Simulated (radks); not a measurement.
Values are calculated unless marked as measured or tabulated.
Spherical jellium clusters: N electrons in a uniform positive sphere of charge N and radius rs N^(1/3), rs = 2.53 bohr. Level of theory: non-relativistic Kohn-Sham, PBE, spin-polarised, spherical densities (a radial shooting solver with Libxc functionals). Levels are named by radial order and angular momentum (1s, 1p, 1d, 2s, ...), and open shells are averaged over m.

N = 7, configuration 1s2 1p(up 3, down 2). This is the lowest configuration that the search found. Occupied and some empty levels:

level,occupation,eigenvalue (eV),<r> (bohr)
1s up,1,-7.4995,3.361
1s down,1,-7.2238,3.324
1p up,3,-4.4019,4.344
1p down,2,-4.0686,4.369
1d up,0,-1.2081,5.764
2s up,0,-1.2022,6.808
2s down,0,-1.0737,6.976
1d down,0,-0.93471,5.963

Energy (eV): total -8.05471, kinetic 25.167, external -311.21, Hartree 147.62, exchange-correlation -34.939, background 165.30.
